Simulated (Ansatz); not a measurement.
The cluster WO₃. Total charge 0; singlet. Geometry PBE0-D4/def2-TZVP.

Cartesian coordinates in Å:
```
W 0.9506 0.3007 -0.6207
O -1.5910 0.3748 0.8628
O -0.5521 0.6625 0.1926
O 1.1925 -1.3380 -0.4346
```

In the def2 sets W takes a core potential; there is no spin–orbit coupling. The structure holds 1 bond(s) between oxygen atoms. The restricted singlet is unstable towards broken spin symmetry in Hartree–Fock (as tested in another run); at PBE-D4/def2-TZVP, r2SCAN-D4/def2-TZVP, PBE0-D4/def2-TZVP, BHLYP-D4/def2-TZVP and others this wasn't settled. No other spin state of charge 0 was run. Another isomer (singlet) lies 5.83 eV lower at PBE0-D4/def2-TZVP; other spin states weren't run for this one.

Problem. Estimate the orbital energies around the gap (eV) in Ansatz with PBE-D4/def2-TZVP, r2SCAN-D4/def2-TZVP, PBE0-D4/def2-TZVP, BHLYP-D4/def2-TZVP, ωB97X-V/def2-TZVP.

Solution. 
| orbital | PBE-D4/def2-TZVP | r2SCAN-D4/def2-TZVP | PBE0-D4/def2-TZVP | BHLYP-D4/def2-TZVP | ωB97X-V/def2-TZVP |
| --- | --- | --- | --- | --- | --- |
| HOMO−5 | -10.46 | -10.80 | -12.12 | -13.73 | -14.57 |
| HOMO−4 | -10.19 | -10.47 | -11.70 | -13.10 | -14.21 |
| HOMO−3 | -9.98 | -10.30 | -11.57 | -13.03 | -14.03 |
| HOMO−2 | -6.70 | -6.83 | -7.70 | -8.64 | -9.61 |
| HOMO−1 | -6.40 | -6.55 | -7.51 | -8.64 | -9.53 |
| HOMO | -5.60 | -5.87 | -6.78 | -7.95 | -9.11 |
| LUMO | -4.43 | -4.44 | -3.72 | -3.00 | -1.67 |
| LUMO+1 | -4.13 | -4.14 | -3.57 | -2.96 | -1.64 |
| LUMO+2 | -3.08 | -2.93 | -2.17 | -1.18 | 0.08 |
| LUMO+3 | -2.51 | -2.26 | -1.63 | -0.87 | 0.40 |
| LUMO+4 | -1.75 | -1.50 | -1.02 | -0.21 | 1.01 |
| LUMO+5 | -0.31 | -0.06 | 0.34 | 1.00 | 2.12 |
